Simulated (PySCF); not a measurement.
Name the molecule from its bond curve

A diatomic of charge 0 contains Rb. Its singlet curve at B3LYP in a double-zeta basis (scalar-relativistic core potentials, PySCF), in eV from the separated fragments:

R (Å), E (eV) and a bar:
```
    2.080     -1.441 #######################
    2.177     -1.579 ###########
    2.274     -1.661 ####
    2.346     -1.692 #
    2.419     -1.703 
    2.492     -1.698 #
    2.588     -1.669 ###
    2.709     -1.609 ########
    2.854     -1.512 #################
    3.048     -1.359 ##############################
```

The fit gives ωe = 918 cm⁻¹ and the rotational constant Bₑ = 2.871 cm⁻¹.

Q: Which atom is the partner?

A: The minimum lies at 2.428 Å, so the reduced mass is 16.8576 u Å² cm⁻¹/(Bₑ·Re²) = 0.9960 u. With Rb at 84.91 u the partner weighs about 1.0 u: H. The molecule is RbH.
